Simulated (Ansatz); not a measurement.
Stepwise reaction of `F[Si]1(F)CS1` with hydrogen, as a gas-phase model of exchange steps in deposition or etching. ΔE in kJ/mol; ΔG adds harmonic PBE0-D4 terms to CCSD(T)/CBS, at 1 bar.

Calculated with Ansatz (gas phase, PBE0-D4/def2-TZVP geometries, no zero-point term in ΔE). CBS: MP2 limit from def2 TZ/QZ plus the TZ coupled-cluster correction, frozen cores. This one scheme is used for every species. Functionals use def2-TZVPP. B3LYP here is the variant with VWN-RPA as its local correlation; programs differ in this.

| step | reaction | PBE-D4 | B3LYP-D4 | ωB97M-V | CCSD(T)/CBS | ΔG(400 K) |
| --- | --- | --- | --- | --- | --- | --- |
| 2 | `F[SiH]1CS1` + H₂ → `C1[SiH2]S1` + H–F | 108.1 | 116.1 | 115.7 | 110.8 | 111.3 |

(1) Give the row of step 1, `F[Si]1(F)CS1` + H₂ → `F[SiH]1CS1` + H–F. (Best estimate.)

(2) By hand: ΔE of the 2 steps together at CCSD(T)/CBS.

Results:

(1) The calculation gave: 
```json
{"step": "1", "reaction": "`F[Si]1(F)CS1` + H₂ → `F[SiH]1CS1` + H–F", "PBE-D4": "106.2", "B3LYP-D4": "115.3", "ωB97M-V": "114.8", "CCSD(T)/CBS": "110.9", "ΔG(400 K)": "111.4"}
```

(2) (110.9) + (110.8) = 221.7 kJ/mol, or 110.8 kJ/mol a step.

In ΔE the steps differ by no more than 0.1 kJ/mol. All are uphill at CCSD(T)/CBS. ΔG lies between 111.3 and 111.4 kJ/mol a step. PBE-D4 differs from CCSD(T)/CBS by -4.7 to -2.7 kJ/mol a step. Isolated molecules leave out the surface, adducts and barriers. Largest T1 diagnostic: 0.012.
